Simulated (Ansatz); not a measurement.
Input for Ansatz (an electronic-structure program): R-wB97M-V/def2-TZVPP on C2H4Cl2 (SMILES ClCCCl).

Ansatz 0.2 input:
```yaml
crystal:
  periodic: [false, false, false]
  atoms:
    - {symbol: Cl, position_ang: [-1.80525961, 0.91980065, 0.78335860]}
    - {symbol: C, position_ang: [-0.71509331, -0.22821162, -0.08226834]}
    - {symbol: C, position_ang: [0.71509409, 0.22821050, 0.08227169]}
    - {symbol: Cl, position_ang: [1.80525381, -0.91978180, -0.78338949]}
    - {symbol: H, position_ang: [-0.87342748, -1.21165049, 0.35072121]}
    - {symbol: H, position_ang: [-1.01575063, -0.23335286, -1.12595433]}
    - {symbol: H, position_ang: [0.87342802, 1.21165896, -0.35069575]}
    - {symbol: H, position_ang: [1.01575510, 0.23332665, 1.12595640]}
basis:
  gaussian:
    orbitals: def2-TZVPP
hamiltonian:
  xc: {name: wB97M-V}
scf: {lower_state_search: off}
```

The head of its log:

```
WARN ansatz: RAYON_NUM_THREADS=6 ignored (pool sized by the plan → 6); use --threads N
Functional definition: wB97M-V
these checks for a lower state are left out or cut short: stability, starts, cluster_reference, orbital_swaps, neighbouring_geometries, increment
integrals: 0.17 GiB planned
1216 factors; their error is unknown
integrals: 0.21 GiB planned
242 factors; integrals over basis functions are off by at most 2.3e-5 eV
mean field: 1.46 GiB planned
mean field evaluation 1: about -27182.5969 eV, gradient 2.4e1 eV
mean field evaluation 2: about -27183.3005 eV, gradient 1.6e1 eV
```

**Question.** Give the final energy of this run.

**Answer.** -998.9918 hartree.
